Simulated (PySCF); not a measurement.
A series of related compounds: SMILES C1(C)=C(F)[P@]1(=O)CC(C)C, C7H12FOP; `CC1=C(F)[P@]1(=O)CCC#N`, C6H7FNOP; `CC1=C(C)P1(=O)C1CCC1`, C8H13OP; `C([P@@]1(=O)C(C)=C1F)O`, C4H6FO2P; SMILES CC1=C(F)[P@@]1(C)=O, C4H6FOP; `CC1=C(F)[P@@]1(=O)C1CC1`, C6H8FOP; `CC1=C(F)[P@@]1(=O)c1ccco1`, C7H6FO2P; `CC1=C(F)[P@@]1(=O)C1CCC1`, C7H10FOP; `CC(=O)[P@]1(=O)C(C)=C1F`, C5H6FO2P; `CC1=C(F)[P@@]1(CC=C)=O`, C6H8FOP; `CC1=C(F)[P@]1(=O)CCCO`, C6H10FO2P.

Level of theory: coordinates at the GFN2-xTB level, GIAO PBE0/pcSseg-1 shieldings, in PySCF 2.14.0 with density-fitted response routines (gas phase, one conformer, equivalent nuclei averaged, no relativistic terms).

Referencing at the same level of theory: H3PO4 for $^{31}$P (σref 318.38).

Q: How does the $^{31}$P shift change along the series?

A: 
```csv
compound,change,δ (ppm),HOMO–LUMO gap (eV)
CC1=C(F)[P@]1(=O)CC(C)C,cBu replaced by iBu,-52.9,7.66
CC1=C(F)[P@]1(=O)CCC#N,cBu replaced by C2H4CN,-58.7,7.66
CC1=C(C)P1(=O)C1CCC1,F replaced by CH3,-80.4,6.78
CC1=C(F)[P@@]1(=O)CO,cBu replaced by CH2OH,-56.7,7.46
CC1=C(F)[P@@]1(C)=O,cBu replaced by CH3,-59.5,7.65
CC1=C(F)[P@@]1(=O)C1CC1,cBu replaced by cPr,-49.8,7.62
CC1=C(F)[P@@]1(=O)c1ccco1,cBu replaced by 2-furyl,-79.6,6.12
CC1=C(F)[P@@]1(=O)C1CCC1,base,-37.7,7.53
CC(=O)[P@]1(=O)C(C)=C1F,cBu replaced by COCH3,-72.8,5.51
C=CC[P@]1(=O)C(C)=C1F,cBu replaced by allyl,-49.6,7.08
CC1=C(F)[P@]1(=O)CCCO,cBu replaced by C3H6OH,-61.0,7.62
```
